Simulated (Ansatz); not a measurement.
Tetramethylammonium hexafluorophosphate (C₄H₁₂F₆NP). Total charge 0; singlet. Geometry r2SCAN-D4/def2-SVP; atoms count from 1.

```xyz
24

C     0.740   -1.905   -1.772
N     0.242   -0.767   -0.949
C     1.397    0.119   -0.575
C    -0.431   -1.300    0.285
C    -0.754    0.033   -1.732
H     1.458   -2.484   -1.177
H    -0.108   -2.541   -2.057
H     1.232   -1.511   -2.671
H     1.882    0.449   -1.503
H     1.009    0.963    0.005
H     2.094   -0.462    0.042
H    -1.202   -2.013   -0.036
H     0.324   -1.798    0.907
H    -0.870   -0.468    0.847
H    -1.593   -0.622   -2.001
H    -0.264    0.413   -2.638
H    -1.091    0.859   -1.092
F     0.596    0.734    2.190
P    -0.586    1.890    2.343
F    -1.691    0.673    2.420
F    -0.751    1.832    0.663
F    -0.409    1.882    3.943
F    -1.764    2.988    2.404
F     0.541    3.037    2.153
```

Estimate the Mulliken populations from the PBE0/def2-TZVP orbitals of Ansatz.


```csv
atom,charge (e)
C1,-0.30
N2,0.04
C3,-0.32
C4,-0.29
C5,-0.32
H6,0.17
H7,0.16
H8,0.16
H9,0.14
H10,0.24
H11,0.15
H12,0.14
H13,0.15
H14,0.21
H15,0.15
H16,0.15
H17,0.24
F18,-0.35
P19,1.07
F20,-0.33
F21,-0.38
F22,-0.29
F23,-0.29
F24,-0.31
```
Mulliken values depend strongly on the basis.

And the Mayer bond orders between heavy atoms (over 0.3)?

C1–N2 0.95 (1.49 Å); N2–C3 0.93 (1.50 Å); N2–C4 0.93 (1.50 Å); N2–C5 0.93 (1.50 Å); F18–P19 0.93 (1.66 Å); P19–F20 0.97 (1.65 Å); P19–F21 0.86 (1.69 Å); P19–F22 1.09 (1.61 Å); P19–F23 1.09 (1.61 Å); P19–F24 1.05 (1.62 Å).
